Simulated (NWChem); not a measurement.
System: CH3Li; SMILES [Li][CH3]

Input file for NWChem:

```
start job
memory heap 200 mb stack 900 mb global 1100 mb
geometry units angstroms noautoz
  Li     0.000000     0.000000    -1.578787
  C      0.000000     0.000000     0.383494
  H      0.715555     0.715555     0.812104
  H      0.261911    -0.977466     0.812104
  H     -0.977466     0.261911     0.812104
end
basis spherical
  * library def2-svp
end
dft
  xc r2scan
  iterations 150
  mulliken
end
task dft energy
```

All runs use the structure optimised with PBE0-D3(BJ)/def2-TZVP.

Q: Predict the main results of this run. (r2SCAN/def2-SVP.) Quantities: energy (Ha); highest occupied level (eV); orbital gap (eV); dipole (D).

A: 
```yaml
energy (Ha): -47.32
highest occupied level (eV): -3.79
orbital gap (eV): 3.24
dipole (D): 5.50
```
